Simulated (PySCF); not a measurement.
A species of formula C3H12FPSi3 has this rotational fingerprint, computed with PBE0/pcSseg-1 in PySCF (dipole) on a GFN2-xTB geometry, gas phase:

| Item | Value |
| --- | --- |
| Rotational constants | A = 971.7, B = 484.0, C = 343.9 MHz |
| Dipole components | \|μa\| = 1.20 D, \|μb\| = 0.60 D, \|μc\| = 1.26 D |
| Inertial defect | -95.00 u·Å² |
| κ | -0.55 |

**Question.** Which candidate fits, each taken in the one conformer that was computed?
A. `[F:1][SiH2:2][CH2:3][Si@H:4]([PH2:5])/[CH:6]=[CH:7]/[SiH3:8]` with F1–Si2–C3–Si4 177°, Si2–C3–Si4–P5 166°, C3–Si4–P5–H 73° and 166°, C3–Si4–C6–C7 111°
B. `[F:1][C@H:2]1[SiH2:3][CH2:4][Si@@H:5]([PH2:6])[CH2:7][SiH2:8]1` with C4–Si5–P6–H -73° and -166°, F1–C2–Si3–C4 65°, C2–Si3–C4–Si5 54°, Si3–C4–Si5–P6 -171°, C4–Si5–C7–Si8 53°
C. `[F:1][Si@@H:2]([SiH2:3][PH2:4])[CH:5]1[CH2:6][SiH2:7][CH2:8]1` with F1–Si2–Si3–P4 179°, Si2–Si3–P4–H 64° and 157°, F1–Si2–C5–C6 78°, Si2–C5–C6–Si7 135°, C5–C6–Si7–C8 -9°, C6–Si7–C8–C5 9°, Si2–C5–C8–Si7 -137°
D. `[F:1][C@@H:2]1[SiH2:3][CH2:4][SiH2:5][CH2:6][Si@H:7]1[PH2:8]` with C6–Si7–P8–H -177° and -84°, F1–C2–Si3–C4 -175°, C2–Si3–C4–Si5 56°, Si3–C4–Si5–C6 -56°, C4–Si5–C6–Si7 54°
E. `[F:1][C@@H:2]1[SiH2:3][CH2:4][SiH2:5][CH2:6][Si@@H:7]1[PH2:8]` with C6–Si7–P8–H -179° and 88°, F1–C2–Si3–C4 -177°, C2–Si3–C4–Si5 57°, Si3–C4–Si5–C6 -57°, C4–Si5–C6–Si7 54°
F. `[F:1][C@@H:2]1[CH2:3][CH2:4][SiH2:5][SiH2:6][Si@@H:7]1[PH2:8]` with Si6–Si7–P8–H 48° and -45°, F1–C2–C3–C4 -45°, C2–C3–C4–Si5 -78°, C3–C4–Si5–Si6 52°, C4–Si5–Si6–Si7 -30°

**Answer.** A. It is F[SiH2]C[Si@H](P)/C=C/[SiH3], an asymmetric top, point group C1. The candidates at the same level (rigid rotor, commonest isotopes):

| SMILES | A (MHz) | B (MHz) | C (MHz) | μa (D) | μb (D) | μc (D) | Δ (u·Å²) | point group | rotor |
| --- | --- | --- | --- | --- | --- | --- | --- | --- | --- |
| F[C@@H]1CC[SiH2][SiH2][Si@@H]1P | 1474 | 694.1 | 533.0 | 1.01 | 0.28 | 0.82 | -122.64 | C1 | asymmetric top |
| F[C@@H]1[SiH2]C[SiH2]C[Si@@H]1P | 1100 | 898.8 | 642.0 | 1.66 | 0.77 | 1.42 | -234.46 | C1 | asymmetric top |
| F[Si@@H]([SiH2]P)C1C[SiH2]C1 | 1207 | 627.0 | 434.8 | 0.33 | 1.09 | 0.46 | -62.30 | C1 | asymmetric top |
| F[SiH2]C[Si@H](P)/C=C/[SiH3] | 971.7 | 484.0 | 343.9 | 1.20 | 0.60 | 1.26 | -95.00 | C1 | asymmetric top |
| F[C@H]1[SiH2]C[Si@@H](P)C[SiH2]1 | 1511 | 623.2 | 519.8 | 0.14 | 0.02 | 1.90 | -173.15 | – | asymmetric top |
| F[C@@H]1[SiH2]C[SiH2]C[Si@H]1P | 1294 | 736.5 | 501.1 | 1.36 | 1.54 | 0.36 | -68.17 | C1 | asymmetric top |

`F[Si@@H]([SiH2]P)C1C[SiH2]C1` has B 30 % too high; `F[C@H]1[SiH2]C[Si@@H](P)C[SiH2]1` has A 55 % too high; `F[C@@H]1[SiH2]C[SiH2]C[Si@@H]1P` has C 87 % too high; `F[C@@H]1CC[SiH2][SiH2][Si@@H]1P` has C 55 % too high; `F[C@@H]1[SiH2]C[SiH2]C[Si@H]1P` has B 52 % too high. No structure here is proved a minimum.
